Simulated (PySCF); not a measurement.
Ground-state electric properties of a mixed set of molecules.

All values: CAM-B3LYP/def2-SVPD (PySCF) at GFN2-xTB geometries, gas phase, one conformer each. Core orbitals are frozen in the response; Δα² is half the sum of the squared differences of the principal polarisabilities.

Task: Rank by dipole moment, lowest first.
A. `[CH3:1][CH2:2][n:3]1[n:4][cH:5][cH:6][c:7]1[C:8]#[N:9]` with C1–C2–N3–N4 -103°
B. `[CH:1]#[C:2][CH2:3][n:4]1[n:5][cH:6][c:7]([CH3:8])[n:9]1` with C2–C3–N4–N5 92°
C. `[CH3:1][C:2]1=[CH:3][CH2:4][P:5]([PH2:6])[CH2:7]1` with C4–P5–P6–H 88° and 180°, C2–C3–C4–P5 14°, C3–C4–P5–P6 78°, C4–P5–C7–C2 19°, C1–C2–C7–P5 166°
D. `N#C[SiH2]C#N`
E. `[CH2:1]=[CH:2][c:3]1[cH:4][n:5][n:6][n:7][c:8]1[CH3:9]` with C1–C2–C3–C4 -30°

Result: B (0.53 D), C (1.10 D), A (2.12 D), D (4.25 D), E (5.86 D).

Task: Rank by mean static polarisability, lowest first.
A. `C#CCn1ncc(C)n1`
B. `[SiH2](C#N)C#N`
C. `C=CC1=C(C)N=NN=C1`
D. `CC1=CCP(P)C1`

Result: B (7.92 Å³), A (12.81 Å³), C (13.40 Å³), D (15.84 Å³).

All values together:

```json
{"SMILES": "C=Cc1cnnnc1C", "formula": "C6H7N3", "μ (D)": "5.86", "HOMO (eV)": "-8.36", "LUMO (eV)": "-1.16", "α (Å³)": "13.40", "Δα (Å³)": "8.09", "electrons": "64", "α per electron (Å³)": "0.209"}
{"SMILES": "C#CCn1ncc(C)n1", "formula": "C6H7N3", "μ (D)": "0.53", "HOMO (eV)": "-8.73", "LUMO (eV)": "0.90", "α (Å³)": "12.81", "Δα (Å³)": "5.43", "electrons": "64", "α per electron (Å³)": "0.200"}
{"SMILES": "CCn1nccc1C#N", "formula": "C6H7N3", "μ (D)": "2.12", "HOMO (eV)": "-9.01", "LUMO (eV)": "-0.21", "α (Å³)": "12.82", "Δα (Å³)": "6.56", "electrons": "64", "α per electron (Å³)": "0.200"}
{"SMILES": "CC1=CCP(P)C1", "formula": "C5H10P2", "μ (D)": "1.10", "HOMO (eV)": "-7.49", "LUMO (eV)": "1.06", "α (Å³)": "15.84", "Δα (Å³)": "2.62", "electrons": "70", "α per electron (Å³)": "0.226"}
{"SMILES": "N#C[SiH2]C#N", "formula": "C2H2N2Si", "μ (D)": "4.25", "HOMO (eV)": "-11.82", "LUMO (eV)": "-0.35", "α (Å³)": "7.92", "Δα (Å³)": "2.99", "electrons": "42", "α per electron (Å³)": "0.189"}
```

Conformers: `[CH2:1]=[CH:2][c:3]1[cH:4][n:5][n:6][n:7][c:8]1[CH3:9]` with C1–C2–C3–C4 -30°; `[CH:1]#[C:2][CH2:3][n:4]1[n:5][cH:6][c:7]([CH3:8])[n:9]1` with C2–C3–N4–N5 92°; `[CH3:1][CH2:2][n:3]1[n:4][cH:5][cH:6][c:7]1[C:8]#[N:9]` with C1–C2–N3–N4 -103°; `[CH3:1][C:2]1=[CH:3][CH2:4][P:5]([PH2:6])[CH2:7]1` with C4–P5–P6–H 88° and 180°, C2–C3–C4–P5 14°, C3–C4–P5–P6 78°, C4–P5–C7–C2 19°, C1–C2–C7–P5 166°.
